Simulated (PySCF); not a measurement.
# Dipole moment and polarisability across levels of theory

Species: isopropyl acetate, C₅H₁₀O₂.
SMILES: `CC(OC(C)=O)C`

PySCF, dipoles from the SCF density, polarisabilities from static response with core orbitals frozen. One conformer (not necessarily the lowest) at the PBE0-D3(BJ)/def2-SVP geometry, without solvent, vibrations or thermal averaging.

**Question.** Compare the levels for these properties.

**Answer.** 

| level | μ (D) | α (au) | anisotropy (au) |
| --- | --- | --- | --- |
| LDA/def2-SVPD | 2.006 | 73.58 | 20.28 |
| PBE/def2-SVPD | 1.965 | 72.65 | 20.13 |
| B3LYP/def2-SVPD | 1.997 | 70.11 | 18.02 |
| PBE0/def2-SVPD | 2.002 | 69.41 | 17.84 |
| BHandHLYP/def2-SVPD | 2.044 | 67.15 | 15.97 |
| CAM-B3LYP/def2-SVPD | 2.018 | 68.98 | 16.94 |
| wB97X-D/def2-SVPD | 2.022 | 68.90 | 16.90 |
| LC-wPBE/def2-SVPD | 2.022 | 67.36 | 16.27 |
| HF/def2-SVPD | 2.123 | 64.14 | 13.64 |
| PBE0/6-31G* | 1.878 | 58.28 | 16.81 |
| PBE0/6-31+G* | 2.000 | 65.20 | 16.88 |
| PBE0/def2-SVP | 1.865 | 59.76 | 16.23 |
| PBE0/aug-cc-pVDZ | 1.974 | 70.90 | 18.73 |
| PBE0/def2-TZVP | 1.958 | 67.68 | 17.94 |

The anisotropy is √(½[(α1 − α2)² + (α2 − α3)² + (α3 − α1)²]). The dipole runs from 1.86 D (PBE0/def2-SVP) to 2.12 D (HF/def2-SVPD). No reference polarisability is at hand; against PBE0 in the largest diffuse basis at hand (aug-cc-pVDZ) the other PBE0 rows deviate by 6-31G* -18%, 6-31+G* -8%, def2-SVP -16%, def2-SVPD -2%, def2-TZVP -5%. In one basis (def2-SVPD) the functionals order the polarisability from HF (lowest) to LDA (highest), a spread of 15%. With PBE0 the polarisability is 61.91 au without diffuse functions (mean of 6-31G*, def2-SVP and def2-TZVP) and 68.50 au with them (mean of 6-31+G*, def2-SVPD and aug-cc-pVDZ).
